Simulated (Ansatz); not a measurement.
Computed with Ansatz.

Basis-set series for `C[O][Mo](=[O])([OH])([Cl])[O]C`. Total charge 0; spin multiplicity 1. Mo: def2 effective core potential. The geometry is a stationary point of PBE0-D4/def2-TZVP. It is one conformer, not always the lowest.

```
functional       basis  functions  energy (Eh)  HOMO (eV)  LUMO (eV)
   PBE0-D4    def2-SVP        168   -908.88014      -8.40      -3.20
   PBE0-D4  def2-TZVPP        382   -909.51638      -8.47      -3.20
   ωB97M-V    def2-SVP        168   -909.17997     -10.67      -1.15
   ωB97M-V  def2-TZVPP        382   -909.82832     -10.77      -1.17
```

(1) Give the rows for def2-QZVPP. (Best estimate.)

Results:

(1) The calculation gave: 
```json
{"functional": "PBE0-D4", "basis": "def2-QZVPP", "functions": "703", "energy (Eh)": "-909.55561", "HOMO (eV)": "-8.49", "LUMO (eV)": "-3.21"}
{"functional": "ωB97M-V", "basis": "def2-QZVPP", "functions": "703", "energy (Eh)": "-909.86631", "HOMO (eV)": "-10.80", "LUMO (eV)": "-1.18"}
```
